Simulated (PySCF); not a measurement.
H₂Be, charge -1, doublet, at the geometry of the source list (a state made from the parent by changing its charge; the spin is typed, not shown lowest) (in this run its highest filled SCF level lies above zero, so its values depend strongly on the basis, on diffuse functions most of all). Base run: B3LYP/cc-pVDZ in PySCF.

The PySCF input:
```python
from pyscf import gto, scf, dft

mol = gto.Mole()
mol.atom = '''
    Be    0.00000000    0.00000000    0.00000000
    H     0.53390000   -0.70850000    0.92260000
    H    -0.53390000    0.70850000   -0.92260000
'''
mol.basis = 'cc-pvdz'
mol.charge = -1
mol.spin = 1
mol.verbose = 4
mol.build()

mf = dft.UKS(mol)
mf.xc = 'b3lyp'
mf.kernel()
mo_i, mo_e, stable_i, stable_e = mf.stability(internal=True, external=False, return_status=True, nroots=6, tol=1e-6)
print('internally stable:', stable_i, ' externally stable:', stable_e)
if not stable_i:
    umf = mf.copy()
    umf.scf_summary = {}
    umf.kernel(umf.make_rdm1(mo_i, mf.mo_occ))
```

The bond that is stretched is that between atoms 3 and 1. A test that says stable can miss a lower solution.

Each row names what was changed in the base input (with any setting that the change needs).

```tsv
change	ΔE vs base (mEh)	<S^2>	E after following the instability (Eh)	<S^2> there	stability test says
base	0.000	0.753	-15.87508	0.75	internal instability
bond × 1.25	7.196	0.754	-15.86789	0.75	internal instability
bond × 1.5	33.249	0.757	-	-	internally stable (external not tested)
bond × 1.8	65.049	0.769	-	-	internally stable (external not tested)
bond × 2.2	86.075	0.757	-	-	internally stable (external not tested)
bond × 3.0	88.499	0.759	-	-	internally stable (external not tested)
```

On stretching, the SCF can end on different states; <S^2> shows the spin contamination of each.
